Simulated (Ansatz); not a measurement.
Ansatz results at the PBE0-D4/def2-TZVP geometry: HOMO–LUMO gap (ωB97M-V/def2-TZVPP) 12.14 eV; HOMO energy (ωB97M-V/def2-TZVPP) -11.10 eV; LUMO energy (ωB97M-V/def2-TZVPP) 1.04 eV.

Question: Which molecule gave them?
A. `F[Si](Cl)(Br)Br`
B. `N[SiH](N)O[SiH3]`
C. `Cl[SiH](Cl)[GeH3]`
D. `C#C[SiH](C)Cl`

Answer: A. The others give `Cl[SiH](Cl)[GeH3]`: 11.73, -10.24, 1.49; `C#C[SiH](C)Cl`: 12.14, -10.60, 1.54; `N[SiH](N)O[SiH3]`: 11.90, -9.95, 1.95.
